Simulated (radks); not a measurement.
Task: Ionisation ladder of lithium, from Li I to Li III. Each ion is in the ground configuration listed by NIST, and IE = E(next ion) - E(this ion), with E = 0 for the bare nucleus. Method: scalar-relativistic Kohn-Sham, r2SCAN, spin-polarised, spherical densities, finite nucleus; open shells are filled with parallel spins first; meta-GGA in the generalised Kohn-Sham scheme; Fermi nuclear charge, rms radius 2.444 fm; computed with a radial shooting solver on a logarithmic mesh with Libxc functionals.

species  configuration  IE, Delta-SCF (eV)  <r> HOMO (bohr)
Li I          [He] 2s1               5.395             3.81
Li II             [He]              75.695            0.575
Li III             1s1                   ?            0.502

Estimate the withheld Delta-SCF values.

Result: Li III: 122.47 eV (NIST 122.45).
